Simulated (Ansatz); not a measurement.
Isomers of BH9Si3, relaxed with PBE0-D4/def2-TZVP in Ansatz; electronic energies, one conformer each and not always the lowest. Functionals use def2-TZVPP; CBS adds triple-zeta CCSD(T) − MP2 to the MP2 limit of def2-TZVPP and def2-QZVPP.

Q: Order them by energy at frozen-core CCSD(T)/CBS, lowest first. (Best estimate.)
A. `B[SiH]([SiH3])[SiH3]`
B. `[SiH3]B[SiH2][SiH3]`
C. `[SiH3]B([SiH3])[SiH3]`
D. `B[SiH2][SiH2][SiH3]`

A: A (0.0 kJ/mol), D (5.8 kJ/mol), B (21.5 kJ/mol), C (34.6 kJ/mol).

Q: How do B3LYP, HF/CBS(def2), ωB97M-V, PBE0-D4 place them (kJ/mol, against `B[SiH]([SiH3])[SiH3]`)? (Best estimate.)

A: Computed: 
```csv
isomer,B3LYP,HF/CBS(def2),ωB97M-V,PBE0-D4
`B[SiH2][SiH2][SiH3]`,5.3,4.9,5.8,5.9
`[SiH3]B([SiH3])[SiH3]`,34.3,31.4,32.1,39.1
`[SiH3]B[SiH2][SiH3]`,19.4,22.0,19.8,22.6
```

B3LYP here is the variant with VWN-RPA as its local correlation; programs differ in this.
